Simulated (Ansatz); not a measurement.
Relaxation of the cluster Be5S4⁺ with UKS PBE-D4/def2-SVP.

```sh
$ ansatz run in.yaml --threads 4 --pin off --events-out ev --progress --plain --max-ram 4787MiB
```

```yaml
crystal:
  periodic: [false, false, false]
  atoms:
    - {symbol: Be, position_ang: [-0.466240, 1.566470, -1.468740]}
    - {symbol: Be, position_ang: [-1.625830, -1.155820, 2.904110]}
    - {symbol: Be, position_ang: [0.591940, -0.870650, 0.512250]}
    - {symbol: Be, position_ang: [-2.155440, 0.262090, 1.627290]}
    - {symbol: Be, position_ang: [1.816480, 0.416230, -2.165410]}
    - {symbol: S, position_ang: [0.745710, 1.832310, -2.895910]}
    - {symbol: S, position_ang: [0.017410, -1.782490, 2.148040]}
    - {symbol: S, position_ang: [-0.951050, 0.606760, 0.134090]}
    - {symbol: S, position_ang: [2.027020, -0.874910, -0.795710]}
basis:
  gaussian: {orbitals: def2-SVP}
total_charge: 1
magnetization: {spin_polarized: true, initial_magnetization: 1}
hamiltonian: {xc: pbe, dispersion: d4}
scf: {lower_state_search: "off"}
output: {orbitals: {seedname: orbitals}}
relax: {f_tol: 0.02, max_steps: 100}
```

Hardware: 4 threads of Intel Xeon on a shared host. Wall time 78 s.

Positions (Å) and forces (eV/Å) at steps 1, 2, 3, 4, 5, 6, 7, 8, 9, 10, 11, 12, 13, 15 of 15:

```xyz
9
step=1 energy=-45309.3655 eV
Be   -0.466    1.566   -1.469    0.331   -0.068   -0.247
Be   -1.626   -1.156    2.904    0.428   -0.586    0.503
Be    0.592   -0.871    0.512   -0.517    0.810   -0.480
Be   -2.155    0.262    1.627   -0.024    0.366   -0.588
Be    1.816    0.416   -2.165   -0.722    0.216    0.332
S     0.746    1.832   -2.896    0.016    0.423   -0.515
S     0.017   -1.782    2.148   -0.216   -0.675    0.846
S    -0.951    0.607    0.134   -0.227    0.254    0.026
S     2.027   -0.875   -0.796    0.930   -0.740    0.123
9
step=2 energy=-45309.7090 eV
Be   -0.438    1.619   -1.557    0.142    0.077   -0.230
Be   -1.566   -1.209    2.963    0.221   -0.042    0.002
Be    0.527   -0.836    0.537   -0.351    0.590   -0.319
Be   -2.104    0.236    1.571    0.150   -0.061   -0.213
Be    1.684    0.414   -2.061   -0.348    0.187    0.108
S     0.776    1.874   -2.979    0.112   -0.125    0.006
S     0.042   -1.872    2.182   -0.200   -0.248    0.320
S    -0.951    0.689    0.064   -0.255   -0.053    0.405
S     2.029   -0.915   -0.722    0.529   -0.325   -0.080
9
step=3 energy=-45309.8322 eV
Be   -0.445    1.656   -1.590    0.006    0.075   -0.173
Be   -1.475   -1.215    3.003    0.115    0.119   -0.164
Be    0.484   -0.710    0.483    0.106    0.085   -0.149
Be   -2.113    0.174    1.546    0.164   -0.274    0.038
Be    1.610    0.376   -1.946    0.080    0.001    0.003
S     0.801    1.824   -2.994    0.037   -0.286    0.285
S     0.039   -1.915    2.087   -0.216    0.023    0.062
S    -1.006    0.800    0.076    0.037    0.012    0.150
S     2.104   -0.990   -0.665   -0.328    0.245   -0.051
9
step=4 energy=-45309.9184 eV
Be   -0.478    1.644   -1.646    0.027   -0.104   -0.053
Be   -1.408   -1.194    3.060    0.177   -0.050   -0.161
Be    0.460   -0.617    0.504    0.260   -0.080   -0.253
Be   -2.056    0.056    1.506    0.307   -0.175   -0.226
Be    1.633    0.398   -1.889    0.022   -0.092   -0.016
S     0.794    1.745   -3.029   -0.003   -0.119    0.203
S    -0.052   -1.995    1.980   -0.408    0.342    0.083
S    -0.969    0.942    0.133   -0.077    0.008    0.387
S     2.077   -0.980   -0.618   -0.306    0.270    0.036
9
step=5 energy=-45310.1228 eV
Be   -0.504    1.590   -1.666    0.084   -0.218    0.186
Be   -1.383   -1.169    3.141    0.295   -0.283   -0.055
Be    0.447   -0.552    0.471    0.403    0.100   -0.337
Be   -1.972   -0.111    1.439    0.761   -0.043   -0.636
Be    1.646    0.377   -1.897   -0.056   -0.034    0.051
S     0.785    1.703   -3.028   -0.093   -0.022    0.035
S    -0.180   -1.986    1.886   -0.823    0.635    0.200
S    -0.913    1.088    0.235   -0.299   -0.235    0.442
S     2.075   -0.940   -0.580   -0.271    0.100    0.114
9
step=6 energy=-45310.5065 eV
Be   -0.505    1.537   -1.645    0.077   -0.166    0.221
Be   -1.384   -1.162    3.214    0.100   -0.127    0.167
Be    0.482   -0.481    0.453    0.369    0.208   -0.328
Be   -1.850   -0.240    1.359    0.837   -0.206   -0.476
Be    1.636    0.371   -1.888   -0.055    0.004   -0.064
S     0.756    1.680   -3.029   -0.089   -0.072    0.101
S    -0.324   -1.920    1.812   -0.760    0.468   -0.009
S    -0.893    1.150    0.295   -0.269   -0.162    0.210
S     2.081   -0.935   -0.572   -0.208    0.052    0.178
9
step=7 energy=-45310.7681 eV
Be   -0.509    1.466   -1.592    0.039   -0.044    0.341
Be   -1.374   -1.163    3.240    0.027   -0.054    0.161
Be    0.544   -0.367    0.470    0.101    0.161   -0.148
Be   -1.741   -0.329    1.260    0.350    0.293   -0.385
Be    1.613    0.319   -1.906   -0.024    0.112   -0.072
S     0.694    1.625   -3.022   -0.026   -0.181    0.054
S    -0.473   -1.892    1.692   -0.186   -0.070    0.003
S    -0.868    1.243    0.383   -0.200   -0.235   -0.025
S     2.113   -0.901   -0.526   -0.082    0.017    0.071
9
step=8 energy=-45310.8311 eV
Be   -0.486    1.476   -1.508    0.198   -0.053   -0.292
Be   -1.339   -1.199    3.210    0.025   -0.050   -0.004
Be    0.564   -0.289    0.493    0.105   -0.075   -0.051
Be   -1.673   -0.303    1.185   -0.028    0.070   -0.064
Be    1.619    0.324   -1.869   -0.072   -0.007   -0.161
S     0.590    1.467   -3.064   -0.102   -0.072    0.370
S    -0.561   -1.935    1.578   -0.047    0.088   -0.006
S    -0.848    1.321    0.437   -0.085    0.001    0.167
S     2.134   -0.862   -0.461    0.006    0.098    0.042
9
step=9 energy=-45310.8133 eV rejected
Be   -0.446    1.412   -1.462   -0.539    0.149    0.931
Be   -1.261   -1.254    3.177    0.008   -0.034   -0.174
Be    0.612   -0.285    0.526   -0.244    0.038    0.079
Be   -1.752   -0.226    1.112    0.400    0.034    0.016
Be    1.571    0.277   -1.870    0.346   -0.305    0.234
S     0.475    1.340   -3.038    0.287    0.020   -0.770
S    -0.672   -1.907    1.414   -0.115    0.047    0.109
S    -0.767    1.384    0.519   -0.134   -0.060   -0.193
S     2.238   -0.741   -0.378   -0.010    0.109   -0.232
9
step=10 energy=-45310.8537 eV
Be   -0.465    1.457   -1.472    0.035   -0.023   -0.011
Be   -1.322   -1.233    3.197    0.013   -0.019   -0.047
Be    0.570   -0.280    0.488    0.058   -0.005    0.029
Be   -1.685   -0.270    1.165   -0.010    0.031    0.011
Be    1.611    0.272   -1.903   -0.005   -0.019    0.056
S     0.547    1.412   -3.050   -0.034   -0.022    0.010
S    -0.607   -1.926    1.514   -0.016    0.018   -0.018
S    -0.836    1.361    0.481    0.001   -0.008   -0.003
S     2.188   -0.793   -0.420   -0.042    0.047   -0.027
9
step=11 energy=-45310.8619 eV
Be   -0.468    1.436   -1.448   -0.009    0.023    0.005
Be   -1.315   -1.266    3.154    0.009   -0.028   -0.052
Be    0.596   -0.272    0.519    0.037    0.017   -0.030
Be   -1.680   -0.226    1.151    0.006    0.029    0.011
Be    1.588    0.259   -1.881    0.041   -0.021   -0.015
S     0.486    1.333   -3.056   -0.011   -0.034    0.020
S    -0.648   -1.921    1.433   -0.001   -0.002    0.026
S    -0.789    1.399    0.513   -0.017   -0.001    0.014
S     2.230   -0.742   -0.385   -0.055    0.018    0.021
9
step=12 energy=-45310.8669 eV
Be   -0.466    1.437   -1.422    0.011    0.003   -0.014
Be   -1.312   -1.322    3.108    0.001   -0.016   -0.067
Be    0.612   -0.238    0.536   -0.025    0.016   -0.015
Be   -1.669   -0.181    1.150    0.023   -0.047    0.032
Be    1.579    0.228   -1.871    0.022   -0.021   -0.001
S     0.431    1.242   -3.057   -0.018   -0.012    0.052
S    -0.665   -1.910    1.356   -0.033    0.051    0.047
S    -0.766    1.448    0.545    0.016    0.003   -0.011
S     2.256   -0.705   -0.346    0.003    0.023   -0.023
9
step=13 energy=-45310.8691 eV
Be   -0.463    1.434   -1.401    0.033   -0.009   -0.067
Be   -1.339   -1.359    3.075   -0.006    0.000   -0.038
Be    0.624   -0.220    0.534   -0.001    0.013    0.008
Be   -1.655   -0.154    1.158    0.008   -0.033    0.029
Be    1.576    0.211   -1.870   -0.010   -0.003   -0.016
S     0.387    1.180   -3.056   -0.021   -0.001    0.094
S    -0.673   -1.899    1.320   -0.009    0.022    0.015
S    -0.739    1.475    0.569    0.009    0.004   -0.012
S     2.284   -0.668   -0.329   -0.003    0.007   -0.013
9
step=15 energy=-45310.8710 eV
Be   -0.462    1.428   -1.383   -0.001    0.001    0.009
Be   -1.415   -1.408    3.029    0.003    0.000   -0.018
Be    0.653   -0.183    0.543    0.004    0.002    0.010
Be   -1.627   -0.130    1.175   -0.006    0.002    0.002
Be    1.562    0.185   -1.878   -0.004    0.001    0.008
S     0.339    1.125   -3.049    0.002    0.001   -0.009
S    -0.651   -1.882    1.300   -0.001   -0.001    0.016
S    -0.709    1.503    0.589    0.003   -0.005   -0.007
S     2.309   -0.639   -0.325    0.000    0.000   -0.009
```

Another isomer (doublet) lies 1.11 eV lower at PBE0-D4/def2-TZVP; other spin states weren't run for this one.
